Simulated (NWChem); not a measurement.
System: aminoborane (BNH₄); SMILES BN

The following NWChem deck was run.

```
start job
memory heap 200 mb stack 900 mb global 1100 mb
geometry units angstroms noautoz
  B      0.000000     0.000000     0.769937
  N      0.000000     0.000000    -0.617404
  H      0.000000    -1.057459     1.358265
  H      0.000000     1.057459     1.358265
  H      0.000000     0.846359    -1.172053
  H      0.000000    -0.846359    -1.172053
end
basis spherical
  * library def2-tzvp
end
dft
  xc xpbe96 cpbe96
  iterations 150
  mulliken
end
task dft energy
```

NWChem printed, in part:

```
             Northwest Computational Chemistry Package (NWChem) 7.3.0
             --------------------------------------------------------

 C2V symmetry detected

                             Geometry "geometry" -> ""
                             -------------------------

 Output coordinates in angstroms (scale by  1.889725989 to convert to a.u.)

  No.       Tag          Charge          X              Y              Z
 ---- ---------------- ---------- -------------- -------------- --------------
    1 B                    5.0000     0.00000000     0.00000000     0.77616944
    2 N                    7.0000     0.00000000     0.00000000    -0.61117156
    3 H                    1.0000     0.00000000    -1.05745900     1.36449744
    4 H                    1.0000     0.00000000     1.05745900     1.36449744
    5 H                    1.0000     0.00000000     0.84635900    -1.16582056
    6 H                    1.0000     0.00000000    -0.84635900    -1.16582056

 Effective nuclear repulsion energy (a.u.)      32.1623891397

      Symmetry information
      --------------------

 Group name             C2v
 Group number             16
 Group order               4
 No. of unique centers     4

  pbe96 is a nonlocal functional; adding pw91lda local functional.

                                 NWChem DFT Module
                                 -----------------

 Summary of "ao basis" -> "ao basis" (spherical)
 ------------------------------------------------------------------------------
       Tag                 Description            Shells   Functions and Types
 ---------------- ------------------------------  ------  ---------------------
 B                         def2-tzvp                11       31   5s3p2d1f
 N                         def2-tzvp                11       31   5s3p2d1f
 H                         def2-tzvp                 4        6   3s1p

      Symmetry analysis of basis
      --------------------------

        a1         38
        a2          8
        b1         16
        b2         24

            General Information
            -------------------
          SCF calculation type: DFT
          Wavefunction type:  closed shell.
          No. of atoms     :     6
          No. of electrons :    16
           Alpha electrons :     8
            Beta electrons :     8
          Charge           :     0
          Spin multiplicity:     1
          Use of symmetry is: on ; symmetry adaption is: on
          Maximum number of iterations: 150
          AO basis - number of functions:    86
                     number of shells:    38
          Convergence on energy requested:  1.00D-06
          Convergence on density requested:  1.00D-05
          Convergence on gradient requested:  5.00D-04

              XC Information
              --------------
          PerdewBurkeErnzerhof Exchange Functional  1.000
            Perdew 1991 LDA Correlation Functional  1.000 local
           PerdewBurkeErnz. Correlation Functional  1.000 non-local

             Grid Information
             ----------------
          Grid used for XC integration:  medium
          Radial quadrature: Mura-Knowles
          Angular quadrature: Lebedev.
          Tag              B.-S. Rad. Rad. Pts. Rad. Cut. Ang. Pts.
          ---              ---------- --------- --------- ---------
          B                   0.85       49           8.0       434
          N                   0.65       49           8.0       434
          H                   0.35       45          10.0       434
          Grid pruning is: on
          Number of quadrature shells:   188
          Spatial weights used:  Erf1

      Superposition of Atomic Density Guess
      -------------------------------------

 Sum of atomic energies:         -80.84550147

      Non-variational initial energy
      ------------------------------

 Total energy =     -81.794110
 1-e energy   =    -171.003491
 2-e energy   =      57.046993
 HOMO         =      -0.385983
 LUMO         =       0.016126

      Symmetry analysis of molecular orbitals - initial
      -------------------------------------------------

  Numbering of irreducible representations:

     1 a1          2 a2          3 b1          4 b2

  Orbital symmetries:

     1 a1          2 a1          3 a1          4 a1          5 b2
     6 a1          7 b1          8 b2          9 b1         10 a1
    11 b2         12 a1         13 a1         14 a1         15 b2
    16 b1         17 b2         18 a1

     ---------------------------------------------
      Total Density - Mulliken Population Analysis
     ---------------------------------------------

    Atom       Charge   Shell Charges
 -----------   ------   -------------------------------------------------------
    1 B    5     4.90   0.92  1.06  0.57  0.55  0.08  0.83  0.67  0.13  0.05  0.04  0.01
    2 N    7     7.70   0.82  1.16  0.58  0.77  0.14  1.62  1.85  0.75  0.00  0.01  0.00
    3 H    1     1.02   0.25  0.53  0.24  0.01
    4 H    1     1.02   0.25  0.53  0.24  0.01
    5 H    1     0.67   0.22  0.34  0.08  0.03
    6 H    1     0.67   0.22  0.34  0.08  0.03

   convergence    iter        energy       DeltaE   RMS-Dens  Diis-err
 ---------------- ----- ----------------- --------- --------- ---------
 d= 0,ls=0.0,diis     1    -81.9165262054 -1.14D+02  5.86D-03  3.59D-01
 d= 0,ls=0.0,diis     2    -81.9018637026  1.47D-02  3.87D-03  4.26D-01
 d= 0,ls=0.0,diis     3    -81.9362856681 -3.44D-02  1.42D-03  1.21D-01
 d= 0,ls=0.0,diis     4    -81.9494853228 -1.32D-02  2.58D-04  6.34D-04
 d= 0,ls=0.0,diis     5    -81.9495487301 -6.34D-05  7.85D-05  7.44D-05
  Resetting Diis
 d= 0,ls=0.0,diis     6    -81.9495594270 -1.07D-05  1.82D-05  5.58D-06
 d= 0,ls=0.0,diis     7    -81.9495603059 -8.79D-07  1.97D-06  2.51D-08

[...]
```

Level: PBE/def2-TZVP. All runs use the structure optimised with PBE0/def2-SVP.
